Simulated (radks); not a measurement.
All-electron atom: Al6+ in [He] 2s2 2p3. Calculated with a radial shooting solver on a logarithmic mesh with Libxc functionals: non-relativistic Kohn-Sham, r2SCAN, spin-polarised, spherical densities, point nucleus; open shells are filled with parallel spins first; meta-GGA in the generalised Kohn-Sham scheme.

Unscreened Slater integrals over Kohn-Sham orbitals (eV). They are taken over the spin-up orbitals. Empty in this configuration: 3s.

integral,value
"F0(2p,2p)",48.733
"F2(2p,2p)",22.964
"F0(2p,2s)",45.689
"G1(2p,2s)",26.943
"F0(2p,1s)",67.129
"G1(2p,1s)",10.251
"F0(2p,3s)",20.928
"G1(2p,3s)",1.9796
"F0(2s,2s)",43.679
"F0(2s,1s)",61.371
"G0(2s,1s)",5.4565
"F0(2s,3s)",20.628
"G0(2s,3s)",1.5666
"F0(1s,1s)",212.62
"F0(1s,3s)",23.588
"G0(1s,3s)",0.96902
"F0(3s,3s)",15.899

Derived for the open shells (J is the average intra-shell exchange parameter used in DFT+U). 2p: J = F2/5 = 4.593 eV.
